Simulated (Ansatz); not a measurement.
Gas-phase electronic energies from Ansatz, PBE0-D4/def2-TZVP geometries. CCSD(T)/CBS adds triple-zeta CCSD(T) − MP2 to the extrapolated MP2 energy (def2 sets, frozen cores). This one scheme is used for every species. Functionals use def2-TZVPP. B3LYP here is the variant with VWN-RPA as its local correlation; programs differ in this. No spin–orbit coupling; open shells (•) take unrestricted orbitals. def2 core potentials past Kr. For Sb outer-core shells are correlated without core-valence functions, which leaves a few kJ/mol of doubt a bond. One conformer a species, not always the lowest.

Consider the homolysis of the S–Sb bond: `[CH3][Sb]([SiH3])[SH]` → `[SH]`• + `[CH3][Sb][SiH3]`•.

CCSD(T)/CBS gives +2.87 eV.

Another level gave +2.49 eV. Which?
A. B3LYP/def2-TZVPP
B. PBE0/def2-TZVPP
C. MP2/def2-TZVPP
D. B2PLYP/def2-TZVPP

A. B3LYP 2.49, PBE0 2.67, MP2/def2-TZVPP 2.83, B2PLYP 2.60 eV.

Largest T1 diagnostic among the species: 0.013.

In def2-TZVPP, CCSD(T) changes the Hartree–Fock value by +1.15 eV (the triples alone add +0.15 eV) and MP2 by +1.34 eV; breaking electron pairs costs correlation energy, which Hartree–Fock lacks. From PBE to PBE0 (25 % exact exchange), in def2-TZVPP and without D4, ΔE moves by −0.10 eV: exact exchange takes away binding that semilocal exchange gives to molecules. The D4 term adds +0.19 eV with B3LYP and +0.10 eV with PBE0; it sums over pairs of atoms, weighted by their polarisabilities, and B3LYP, whose exchange is more repulsive, gets the larger term.
